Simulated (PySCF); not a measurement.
**Frontier orbitals and the lowest excitations**

Species: C5H5N3OS.
SMILES with atom numbers: `[CH3:1][S:2][c:3]1[cH:4][n:5][c:6]([CH:7]=[O:8])[n:9][n:10]1` (hydrogens: H11, H12, H13 on C1; H14 on C4; H15 on C7)

Geometry (GFN2-xTB, Å), atoms numbered from 1 in this order:
```xyz
15
C5H5N3OS angstrom
C     -3.047    0.470    0.570
S     -2.337   -0.751   -0.566
C     -0.654   -0.436   -0.344
C      0.331   -1.167   -1.046
N      1.594   -0.904   -0.858
C      1.879    0.077    0.023
C      3.315    0.370    0.231
O      3.760    1.203    0.968
N      0.969    0.769    0.688
N     -0.288    0.521    0.511
H     -4.124    0.358    0.510
H     -2.740    1.463    0.258
H     -2.689    0.266    1.574
H      0.071   -1.949   -1.747
H      3.955   -0.284   -0.391
```

The calculation used PySCF, TDDFT CAM-B3LYP/def2-SVPD, vertical, gas phase, core orbitals frozen in the response.

Frontier orbitals with the atoms that hold most of them (Löwdin shares over 4%, at most four atoms; ? is withheld):

```csv
orbital,ε (eV),atoms
HOMO-3,-11.15,"N5 43%, S2 11%, N9 10%, C6 8%"
HOMO-2,-9.42,"O8 60%, C7 16%, H15 8%, C6 8%"
HOMO-1,-8.69,"N9 33%, N10 29%, N5 12%, C3 7%"
HOMO,-8.57,?
LUMO,-1.63,?
LUMO+1,-1.32,"N5 22%, N10 22%, C4 20%, N9 16%"
LUMO+2,0.73,"S2 58%, C1 14%, H11 7%, C3 5%"
```

Problem. Give the leading atoms of the LUMO.

Solution. O8 (bonded to C) 17%; C7 (bonded to C, O and H) 16%; C6 (bonded to C and 2 N) 15%; C3 (bonded to C, N and S) 14%. By element: carbon 45% or more, oxygen 17%.

Problem. Give the leading atoms of the HOMO.

Solution. S2 (bonded to 2 C) 49%; C3 (bonded to C, N and S) 9%; C6 (bonded to C and 2 N) 8%; N10 (bonded to C and N) 7%. By element: sulfur 49%, carbon 17% or more, nitrogen 7% or more.

Problem. How does S1 compare with the orbital gap of 6.93 eV?

Solution. S1 is at 3.17 eV (f = 0.0034), 3.76 eV below the gap, made of HOMO-1→LUMO+1 (60%), HOMO-1→LUMO (36%). Its leading pair isn't HOMO and LUMO; the energies of that pair differ by 7.38 eV. 

Problem. One configuration dominates each of S3, S4, S5 and S6. Which, and how do the shares of the two leading atoms of either orbital change from the occupied to the empty one?

Solution. 
- S3 (3.60 eV, f 0.0000), HOMO-2→LUMO (80%): O8 60% → 17%, C7 16% → 16%
- S4 (4.35 eV, f 0.017), HOMO→LUMO+1 (93%): S2 49% → at most 17%, C3 9% → at most 17%, N5 at most 8% → 22%, N10 7% → 22%
- S5 (4.58 eV, f 0.481), HOMO→LUMO (92%): S2 49% → at most 14%, C3 9% → 14%, O8 at most 8% → 17%, C7 at most 8% → 16%
- S6 (5.28 eV, f 0.0000), HOMO-2→LUMO+1 (93%): O8 60% → at most 17%, C7 16% → at most 17%, N5 at most 8% → 22%, N10 at most 8% → 22%

Löwdin shares depend on the basis, the more so with diffuse functions.

The run took about 2.4 min of CPU time (one thread, shared machine).

One conformer stands for the species.
